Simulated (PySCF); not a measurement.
Si(H)(SiH3) cation (H4Si2), SMILES [SiH3][SiH] (connectivity only; charge and spin as stated), charge +1, multiplicity 2. Atoms are numbered in the order given.

```xyz
6

Si    -0.0083     1.0579     0.7189
H     -0.3225     2.3500     0.0042
Si     0.0320    -0.9676    -0.5575
H      0.9310    -0.5822    -1.6853
H     -1.4255    -0.9618    -0.9021
H      0.4847    -2.0703     0.3237
```
Charge +1, spin multiplicity 2.

Geometry: PBE-D3(BJ)/def2-TZVP. The multiplicity is an assumed one; other spin states were not compared. The isomer is the one that the SMILES or the coordinates give; other isomers of the formula were not compared.

Level of theory: PBE-D3(BJ)/def2-TZVP run with PySCF.

Frequencies are harmonic and unscaled.

Computed vibrational spectrum:
```csv
mode,ν (cm⁻¹),IR (km/mol),moving atoms (share of kinetic energy)
1,66,3.3,"H 90 %, Si 10 %"
2,252,4.6,"H 92 %, Si 8 %"
3,322,6.4,"H 70 %, Si 30 %"
4,377,2.8,"Si 62 %, H 38 %"
5,601,3.8,"H 88 %, Si 12 %"
6,735,164.7,"H 92 %, Si 8 %"
7,847,26.7,H 97 %
8,871,25.1,H 97 %
9,2104,10.2,H 96 %
10,2143,9.4,H 99 %
11,2179,0.5,H 96 %
12,2247,3.2,H 96 %
```
